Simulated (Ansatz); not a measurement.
Job for Ansatz (an electronic-structure program): R-CCSD(T)/def2-SVPD on C2H8OTe (a complex), monomers drawn apart or pushed together. Elements past Kr take the def2 small-core potentials; no spin–orbit coupling. The run froze 12 orbitals, filled d shells among them.

Ansatz 0.2 input:
```yaml
crystal:
  periodic: [false, false, false]
  atoms:
    - {symbol: C, position_ang: [0.22529050, -1.31212054, 0.07419019]}
    - {symbol: Te, position_ang: [0.16601861, 0.84194480, 0.09775563]}
    - {symbol: C, position_ang: [0.17101836, 1.03980969, -2.05468361]}
    - {symbol: H, position_ang: [1.13179005, -1.64569210, -0.42379263]}
    - {symbol: H, position_ang: [0.22860427, -1.61950785, 1.11655451]}
    - {symbol: H, position_ang: [-0.65659520, -1.69481641, -0.43258099]}
    - {symbol: H, position_ang: [1.07943997, 0.60091944, -2.45896897]}
    - {symbol: H, position_ang: [0.14297253, 2.10269378, -2.28492568]}
    - {symbol: H, position_ang: [-0.70800100, 0.55187579, -2.46765398]}
    - {symbol: O, position_ang: [0.17385568, -0.54073470, 5.91744291]}
    - {symbol: H, position_ang: [-0.60777088, 0.02278265, 5.91937265]}
    - {symbol: H, position_ang: [0.92301764, 0.06518510, 5.92804667]}
basis:
  gaussian:
    orbitals: def2-SVPD
magnetization: {spin_polarized: false}
correlation: {method: ccsd_t, electrons: outside_noble_gas}
scf: {lower_state_search: off}
```

Program output:

```
WARN ansatz: RAYON_NUM_THREADS=1 ignored (pool sized by the plan → 1); use --threads N
Functional definition: HF
these checks for a lower state are left out or cut short: stability, starts, cluster_reference, orbital_swaps, neighbouring_geometries, increment
integrals: 0.55 GiB planned
1701 factors; integrals over basis functions are off by at most 1.3e-3 eV
mean field: 0.58 GiB planned
mean field evaluation 1: about -11483.1858 eV, gradient 3.8e1 eV
mean field evaluation 2: about -11483.4154 eV, gradient 3.8e1 eV
mean field evaluation 4: about -11486.5888 eV, gradient 3.3e0 eV
mean field evaluation 8: about -11486.6289 eV, gradient 1.9e-1 eV
mean field -11486.62906151 eV, -422.1258320935 hartree, gradient 2.2e-6 eV, S^2 0.000000; 0 other end points of the search recorded, 0 dependent functions left out
12 core orbitals not correlated
reference -11486.62906151 eV, -422.1258320935 hartree; 14, 14 occupied and 136, 136 virtual orbitals, 1701 factors
second order -17.25919158 eV of doubles, -0.00000000 eV of singles
coupled cluster: 1.45 GiB planned
cycle   1  -18.11229677 eV  change   -8.5e-1 eV  update   9.7e-2
cycle   2  -18.58678867 eV  change   -4.7e-1 eV  update   2.8e-2
cycle   3  -18.68256050 eV  change   -9.6e-2 eV  update   1.2e-2
cycle   4  -18.68153623 eV  change    1.0e-3 eV  update   2.9e-3
cycle   5  -18.68150288 eV  change    3.3e-5 eV  update   1.1e-3
cycle   6  -18.68159106 eV  change   -8.8e-5 eV  update   3.5e-4
cycle   7  -18.68150554 eV  change    8.6e-5 eV  update   1.2e-4
cycle   8  -18.68149871 eV  change    6.8e-6 eV  update   4.5e-5
cycle   9  -18.68149659 eV  change    2.1e-6 eV  update   1.6e-5
perturbative correction -0.56296962 eV, -0.0206887520 hartree
Total energy: -11505.87352771 eV, -422.8330531823 hartree
Checks for a lower state left out: stability, starts, cluster_reference, orbital_swaps, neighbouring_geometries, increment
```

Self-consistency was reached.

Cost: very roughly 90 core-seconds.
